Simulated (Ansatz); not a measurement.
Wavefunction ladder for CH₆F₂O₂Si₂ (`CO[SiH](F)O[SiH2]F`)

```tsv
atom	x (Å)	y (Å)	z (Å)
C1	1.8473	0.6710	0.6684
O2	0.5641	0.8388	1.2367
Si3	-0.6137	-0.2657	1.2801
F4	-1.8524	0.4504	1.9561
O5	-1.0455	-0.7601	-0.2044
Si6	-1.3029	-0.4349	-1.7716
F7	0.0628	0.0812	-2.4169
H8	2.4348	1.5597	0.8998
H9	2.3586	-0.2024	1.0865
H10	1.7850	0.5617	-0.4179
H11	-0.2603	-1.4549	2.0701
H12	-1.6765	-1.6870	-2.4571
H13	-2.3013	0.6424	-1.9297
```

Total charge 0; spin multiplicity 1. Geometry: relaxed with PBE0-D4/def2-TZVP. It is one conformer, not always the lowest. Frozen core, restricted reference, the Gaussian-basis code of Ansatz. CBS rows extrapolate triple and quadruple zeta; past MP2 they add the triple-zeta difference.

| basis | HF (Eh) | MP2 corr. |
| --- | --- | --- |
| def2-TZVPP | -968.33163 | -1.37098 |
| def2-QZVPP | -968.37070 | -1.48872 |

Estimate the CCSD correlation energy and the (T) correction in each basis where they were run (hartree).


```csv
basis,CCSD corr.,(T)
def2-TZVPP,-1.40774,-0.04542
CBS(def2),-1.61270,as TZ
```
